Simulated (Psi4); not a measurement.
F₄S, triplet, at a GFN2-xTB geometry (a higher spin typed on purpose: for a closed-shell molecule this is an excited state). Base run: Psi4 with CCSD(T)/STO-3G.

The Psi4 input:
```
memory 2 GB

molecule mol {
0 3
  F    -0.887484    1.443104    0.284116
  S     0.000000   -0.000000   -0.000000
  F    -1.007418   -0.354655   -1.345447
  F     1.007418    0.354655    1.345447
  F     0.887484   -1.443104   -0.284116
}

set basis sto-3g
set reference uhf

energy('ccsd(t)')
print_variables()
```

Each row names what was changed in the base input (with any setting that the change needs).

| change | ΔE vs base (kcal/mol) | MP2 correlation (Eh) | basis functions | outcome |
|---|---|---|---|---|
| base | 0.000 | -0.13515 | 29 | converged |
| method = mp2 | … | -0.13514 | 29 | converged |
| method = mp2.5 | 31.64 | -0.13514 | 29 | converged |
| puream = off | 0.000 | -0.13515 | 29 | converged |
| method = lccd | 12.70 | -0.13515 | 29 | converged |
| freeze_core = on | 0.513 | -0.13414 | 29 | converged |
| scf_type = pk; mp2_type = conv | 0.000 | -0.13515 | 29 | converged |
| method = scs-mp2 | … | -0.13515 | 29 | converged |
| method = cisd | - | - | - | input refused |
| method = omp2 | 24.23 | -0.13514 | 29 | converged |

Q: What belongs in the gaps?

A: 
- method = mp2, ΔE vs base (kcal/mol): 38.33
- method = scs-mp2, ΔE vs base (kcal/mol): 39.62

Open shells are given as the SCF converged; they aren't shown to be the lowest states, and a large step between rows can be another state.

- method = cisd: ended with `psi4.driver.p4util.exceptions.MissingMethodError: Method=cisd is not available for any derivative level under conditions CI_TYPE=CONV, REFERENCE=UHF, FREEZE_CORE=FALSE, QC_MODULE=(auto). See https://psicode.org/psi4manual/master/introduction.html#ss-cisd. Or d`
